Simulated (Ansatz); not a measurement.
Ansatz (a first-principles code) input (r2SCAN/def2-TZVP):

Ansatz 0.2 input:
```yaml
crystal:
  periodic: [false, false, false]
  atoms:
    - {symbol: Ta, position_ang: [0.11608780, -0.09413614, 0.11378405]}
    - {symbol: O, position_ang: [0.50721003, 0.63472421, -1.40720343]}
    - {symbol: O, position_ang: [-1.56651118, 0.22426804, 0.36892397]}
basis:
  gaussian:
    orbitals: def2-TZVP
hamiltonian:
  xc: {name: r2SCAN}
magnetization: {spin_polarized: true, initial_magnetization: 1}
relax: {f_tol: 0.003, max_steps: 100}
```

Output:

```
Functional definition: r2SCAN
integrals: 0.03 GiB planned
639 factors; their error is unknown
mean field: 0.35 GiB planned
mean field evaluation 1: about -5627.5469 eV, gradient 7.4e1 eV
mean field evaluation 2: about -5232.4694 eV, gradient 2.5e2 eV
mean field evaluation 4: about -5646.7506 eV, gradient 1.3e1 eV
mean field evaluation 8: about -5647.4669 eV, gradient 1.5e-1 eV
mean field evaluation 16: about -5647.4578 eV, gradient 1.0e-3 eV
mean field -5647.45782826 eV, -207.5402472043 hartree, gradient 4.2e-5 eV, S^2 0.763368; 0 other end points of the search recorded, 0 dependent functions left out
the calculation of the forces begins
reference -5647.45784681 eV, -207.5402478859 hartree; 15, 14 occupied and 87, 88 virtual orbitals, 639 factors
relax step   1: F+E_penalty+E_count = -5647.45782826 eV  Δ(F+E_penalty+E_count) = +0.000e0 eV  max|allowed force component| = 1.068e-1 eV/Å  Δτ_max = 0.0000 Å  (37 SCF iters, accepted)
these checks for a lower state are left out or cut short: starts, cluster_reference, orbital_swaps, neighbouring_geometries, increment
integrals: 0.03 GiB planned
639 factors; their error is unknown
mean field: 0.35 GiB planned
mean field -5647.45921841 eV, -207.5402982912 hartree, gradient 9.3e-6 eV, S^2 0.763282; 0 other end points of the search recorded, 0 dependent functions left out
the calculation of the forces begins
reference -5647.45923696 eV, -207.5402989729 hartree; 15, 14 occupied and 87, 88 virtual orbitals, 639 factors
relax step   2: F+E_penalty+E_count = -5647.45921841 eV  Δ(F+E_penalty+E_count) = -1.390e-3 eV  max|allowed force component| = 6.909e-2 eV/Å  Δτ_max = 0.0139 Å  (40 SCF iters, accepted)
these checks for a lower state are left out or cut short: starts, cluster_reference, orbital_swaps, neighbouring_geometries, increment
integrals: 0.03 GiB planned
639 factors; their error is unknown
mean field: 0.35 GiB planned
mean field evaluation 32: about -5647.4594 eV, gradient 2.0e-5 eV
mean field -5647.45939193 eV, -207.5403046681 hartree, gradient 2.0e-5 eV, S^2 0.763215; 0 other end points of the search recorded, 0 dependent functions left out
the calculation of the forces begins
reference -5647.45941051 eV, -207.5403053506 hartree; 15, 14 occupied and 87, 88 virtual orbitals, 639 factors
relax step   3: F+E_penalty+E_count = -5647.45939193 eV  Δ(F+E_penalty+E_count) = -1.735e-4 eV  max|allowed force component| = 1.658e-2 eV/Å  Δτ_max = 0.0029 Å  (40 SCF iters, accepted)
these checks for a lower state are left out or cut short: starts, cluster_reference, orbital_swaps, neighbouring_geometries, increment
integrals: 0.03 GiB planned
639 factors; their error is unknown
mean field: 0.35 GiB planned
mean field -5647.45939728 eV, -207.5403048646 hartree, gradient 2.0e-5 eV, S^2 0.763232; 0 other end points of the search recorded, 0 dependent functions left out
the calculation of the forces begins
reference -5647.45941585 eV, -207.5403055469 hartree; 15, 14 occupied and 87, 88 virtual orbitals, 639 factors
relax step   4: F+E_penalty+E_count = -5647.45939728 eV  Δ(F+E_penalty+E_count) = -5.348e-6 eV  max|allowed force component| = 4.711e-4 eV/Å  Δτ_max = 0.0002 Å  (43 SCF iters, accepted)
integrals: 0.03 GiB planned
639 factors; their error is unknown
mean field: 0.35 GiB planned
mean field evaluation 64: about -5647.4594 eV, gradient 4.2e-5 eV
mean field -5647.45939728 eV, -207.5403048646 hartree, gradient 2.5e-5 eV, S^2 0.763232; 1 other end points of the search recorded, 0 dependent functions left out
the calculation of the forces begins
reference -5647.45941585 eV, -207.5403055469 hartree; 15, 14 occupied and 87, 88 virtual orbitals, 639 factors
Total energy: -5647.45941585 eV, -207.5403055469 hartree
Atom 0 at     0.120378    -0.097615     0.117989 Å, force     0.000249    -0.000202     0.000244 eV/Å
Atom 1 at     0.496882     0.634844    -1.402297 Å, force     0.000222     0.000170    -0.000419 eV/Å
Atom 2 at    -1.560473     0.227627     0.359812 Å, force    -0.000471     0.000033     0.000175 eV/Å
Dipole moment:     0.705363    -0.571982     0.691365 e Å
```

The spin state was set by rule; other spins were not relaxed.
